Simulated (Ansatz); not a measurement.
Abridged output of a molecular run in Ansatz:

```
Functional definition: HF
1389 factors; integrals over basis functions are off by at most 1.4e-3 eV
mean field evaluation 1: about -61988.1763 eV, gradient 3.6e1 eV
mean field evaluation 2: about -61988.3937 eV, gradient 3.6e1 eV
mean field evaluation 4: about -61992.1283 eV, gradient 4.1e0 eV
mean field evaluation 8: about -61992.2041 eV, gradient 3.1e-1 eV
mean field -61992.20471334 eV, -2278.1715033899 hartree, gradient 6.1e-6 eV, S^2 0.000000; 0 other end points of the search recorded, 0 dependent functions left out
16 core orbitals not correlated: weight in the atoms' cores, before any rotation towards them, 1.000 or more for the frozen orbitals, at most 0.000 for the correlated occupied ones
reference -61992.20471334 eV, -2278.1715033899 hartree; 15, 15 occupied and 205, 205 virtual orbitals, 1389 factors
second order -17.24267559 eV of doubles, -0.00000000 eV of singles
cycle   1  -17.45970434 eV  change   -2.2e-1 eV  update   1.2e-1
cycle   2  -18.10571627 eV  change   -6.5e-1 eV  update   3.6e-2
cycle   3  -18.20919841 eV  change   -1.0e-1 eV  update   1.9e-2
cycle   4  -18.19921399 eV  change    1.0e-2 eV  update   5.3e-3
cycle   5  -18.19742255 eV  change    1.8e-3 eV  update   2.6e-3
cycle   6  -18.19727498 eV  change    1.5e-4 eV  update   9.3e-4
cycle   7  -18.19710774 eV  change    1.7e-4 eV  update   3.6e-4
cycle   8  -18.19719451 eV  change   -8.7e-5 eV  update   1.4e-4
cycle   9  -18.19724255 eV  change   -4.8e-5 eV  update   5.2e-5
cycle  10  -18.19720660 eV  change    3.6e-5 eV  update   2.3e-5
perturbative correction -0.86078806 eV, -0.0316333777 hartree
Total energy: -62011.26270800 eV, -2278.8718717756 hartree
```

Its atoms:

```xyz
10

Ga    0.449   -1.455    0.255
C     0.765    0.490   -0.239
B     0.256    1.604    0.559
Si   -1.151    0.556   -0.273
H     0.726   -2.437   -0.926
H     0.284   -1.828    1.761
H     1.602    0.463   -0.935
H     0.558    2.653    1.020
H    -1.566   -0.797    0.304
H    -1.923    0.750   -1.525
```

Which basis set was used?
A. cc-pV(Q+d)Z
B. def2-TZVPP
C. def2-TZVPPD
D. cc-pV(D+d)Z

B. It gives 236 functions.

Write the keys of the input that set method, charge and spin (a neutral closed shell needs none for the last two).


```yaml
correlation: {method: ccsd_t}
```
